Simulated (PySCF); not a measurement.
# Tellurium: a sound run and one with changed settings

Sound run: Te²⁺ [Kr] 4d10 5s2 5p2, Te³⁺ [Kr] 4d10 5s2 5p1. Calculation: PySCF 2.14, in x2c-TZVPall (8s6p4d2f, 60 functions); scalar relativity by spin-free X2C-1e. The sound run starts from symmetry-adapted Hartree-Fock orbitals and uses a fine grid where one is needed.

Changed run: radial step 0.5 in ln r (0.13 in the sound run). This setting is unsound on purpose.

```csv
species,method,sound run (hartree),changed run (hartree),converged
Te²⁺,UHF,-6789.89479,-6789.89479,yes
Te²⁺,BP86,-6793.43163,-6793.29759,yes
Te²⁺,M06-2X,-6793.26732,-6793.49236,yes
Te³⁺,UHF,-6788.90520,-6788.90520,yes
Te³⁺,BP86,-6792.41764,-6792.28487,yes
Te³⁺,M06-2X,-6792.25839,-6792.48785,yes
```

Ionisation energy of Te²⁺:

```
method  sound run (eV)  changed run (eV)
   UHF          26.928            26.928
  BP86          27.592            27.557
M06-2X          27.455            27.334
```

A coarse radial grid mis-integrates the density and the exchange-correlation energy, with errors of either sign; Hartree-Fock needs no grid.

For comparison, NIST gives 27.84 ± 0.04 eV between the lowest levels.
